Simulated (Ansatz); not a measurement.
Total energies of the cluster Cd4⁻ (the lowest doublet isomer of a short search) from Ansatz at PBE0/def2-TZVPD, gas phase (1 Eh = 27.2114 eV = 2625.5 kJ/mol). The reference geometry is relaxed at PBE0/def2-SVPD.

```xyz
4

Cd   -0.042    0.564   -1.391
Cd    0.044   -0.567    1.390
Cd   -2.635   -0.951   -0.306
Cd    2.633    0.955    0.307
```

```
            state                   geometry  energy (Eh)
charge -1 doublet                  reference   -671.13422
 charge 0 singlet                  reference   -671.10596
charge -1 quartet  relaxed at PBE0/def2-SVPD   -671.08456
```

In the def2 sets Cd takes a core potential; there is no spin–orbit coupling.

Problem. Work out the vertical ionisation energy to the singlet.

Solution. E(charge 0 singlet) − E(charge -1 doublet) = -671.10596 − (-671.13422) = 0.02826 Eh = 0.77 eV. For comparison, −ε of the highest occupied level of the spin that leaves is -0.45 eV at this level, 1.22 eV less.

Problem. Which of the charge -1 states is lowest, and how far above it are the others?

Solution. The doublet. quartet: -671.08456 − (-671.13422) = 0.04966 Eh = 130.4 kJ/mol. The quartet differs in its bonds from the reference.

At PBE0/def2-TZVPD the highest occupied level of the charge -1 doublet lies above zero (up to 0.45 eV). By energy differences its removal costs 0.77 eV (vertical, to the charge 0 singlet, at PBE0/def2-TZVPD); a positive level beside a positive removal energy at the same level points to self-interaction error. At PBE0/def2-TZVPD the highest occupied level of the charge -1 quartet lies above zero (up to 0.25 eV). It is a level of α spin, whose loss leaves a triplet; that state wasn't run at this geometry and level. The electron is either unbound and held by the finite basis, or the level is raised by self-interaction error. 

The structure comes from a short search, and lower isomers may exist.
